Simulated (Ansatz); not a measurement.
Z-matrix (Å, degrees):
```
C
F 1 1.363
F 1 1.363 2 107.5
N 1 1.416 2 107.2 3 114.9
Ge 1 2.012 2 108.0 3 -116.3
H 4 1.011 1 111.3 2 61.1
H 4 1.011 1 111.3 2 -176.2
H 5 1.537 1 107.3 2 -63.2
H 5 1.533 1 110.9 2 57.9
H 5 1.537 1 107.4 2 179.1
```

Charge 0, multiplicity 1.

Problem. List the ωB97M-V/def2-TZVPP orbital energies in eV (the Gaussian-basis code of Ansatz). (Estimate.)

Solution. Ansatz gave: Occupied: -10866.73, -1362.60, -1210.33, -1210.32, -1210.32, -677.87, -677.87, -395.01, -286.54, -174.38, -123.62, -123.61, -123.61, -37.86, -36.44, -36.42, -36.41, -36.37, -36.35, -36.24, -28.39, -21.58, -19.26, -18.55, -17.79, -16.42, -16.31, -14.64, -14.33, -14.01, -12.63, -12.20, -11.84, -9.86. Lowest empty: 1.91, 2.78, 3.00, 3.03, 3.53, 3.94, 5.28, 5.67.
